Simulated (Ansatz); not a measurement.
C2H6FNSi, SMILES `C=NC(F)[SiH3]`. Charge 0, multiplicity 1.

| atom | x (Å) | y (Å) | z (Å) |
| --- | --- | --- | --- |
| C1 | -0.480 | 1.666 | 1.049 |
| N2 | -0.764 | 0.467 | 0.780 |
| C3 | 0.237 | -0.479 | 0.507 |
| F4 | 1.547 | -0.014 | 0.693 |
| Si5 | 0.056 | -1.071 | -1.306 |
| H6 | -1.296 | 2.363 | 1.230 |
| H7 | 0.543 | 2.041 | 1.112 |
| H8 | 0.107 | -1.323 | 1.195 |
| H9 | 0.178 | 0.114 | -2.190 |
| H10 | -1.267 | -1.719 | -1.476 |
| H11 | 1.138 | -2.045 | -1.595 |

Q: What are the harmonic wavenumbers in cm⁻¹ at PBE0-D4/def2-TZVP (Ansatz, finite differences of forces, unscaled)? (An estimate is asked.)

A: Ansatz gave: 130, 135, 205, 299, 337, 523, 617, 654, 672, 834, 903, 933, 941, 1006, 1056, 1065, 1220, 1223, 1328, 1492, 1746, 2237, 2250, 2255, 3051, 3085, 3184.

Q: Is this a minimum?

A: Yes, all 27 modes are real.

Q: Give the ideal-gas thermochemistry at 298.15 K and 1 bar (rigid rotor, harmonic oscillator; point group C1, symmetry number 1).

A: Zero-point energy 199.6 kJ/mol; H(298) − E = 219.2 kJ/mol; entropy 331.2 J/(mol·K), of which translation 165.1, rotation 110.8, vibration 55.2; G(298) − E = 120.5 kJ/mol.

Q: Rotational constants (cm⁻¹)?

A: 0.2155, 0.09369, 0.07363.
